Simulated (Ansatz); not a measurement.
Mulliken charges of `NB(O)[SiH](F)F` from B3LYP/def2-TZVPP in Ansatz (PBE0-D4/def2-TZVP geometry).

```tsv
atom	x (Å)	y (Å)	z (Å)	charge (e)
N1	0.642	-1.240	0.717	-0.266
B2	0.467	0.087	0.298	0.154
O3	1.301	1.111	0.646	-0.278
Si4	-1.110	0.528	-0.894	0.697
F5	-0.629	1.149	-2.284	-0.321
F6	-2.061	1.616	-0.217	-0.321
H7	0.015	-1.977	0.448	0.167
H8	1.394	-1.558	1.309	0.135
H9	2.039	0.867	1.212	0.169
H10	-1.976	-0.634	-1.232	-0.134
```

Task: By hand: the dipole of these point charges (1 e Å = 4.8032 D).

Result: Σ q r = (0.429, -0.794, 0.477) e Å, of length 1.021 e Å = 4.90 D.

Task: How does the dipole of the full density compare? (An estimate is asked.)

Result: Computed: (0.482, -0.762, 0.506) e Å, 4.97 D; the point charges give 0.99 times that, at 4° from its direction.

Point charges leave out the atoms' own dipoles, such as those of lone pairs, and Mulliken's split depends on the basis, so the close match here is no proof of good charges.

B3LYP here is the variant with VWN-RPA as its local correlation; programs differ in this.
